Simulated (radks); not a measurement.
The numbers below are computed, except where a source is named.
Task: Coherent X-ray form factor from a spherical all-electron density. Code: a radial shooting solver on a logarithmic mesh with Libxc functionals. Model: scalar-relativistic Kohn-Sham, Slater X-alpha with alpha = 0.592, spin-polarised, spherical densities, point nucleus.

sin(theta)/lambda (1/angstrom)  f0 (electrons)
0.05                                    48.927
0.1                                     48.708
0.15                                    48.346
0.2                                     47.847
0.25                                    47.217
0.3                                     46.464
0.4                                     44.633
0.5                                     42.444
0.6                                     40.003
0.8                                     34.779
1                                       29.712
1.25                                    24.349
1.5                                     20.377
2                                       15.732

The species is in the configuration that NIST lists as its ground one. Which atom or ion scatters so?

Result: The bismuth ion Bi34+, [Kr] 4d10 4f3. Extrapolating in s^2 from the first two rows gives f0(0) = 49.0, near the electron count 49; among species with that count, the fall with angle is slower the higher Z, and the table is that of Z = 83; from so few rows the species is fixed only to a neighbour or two.
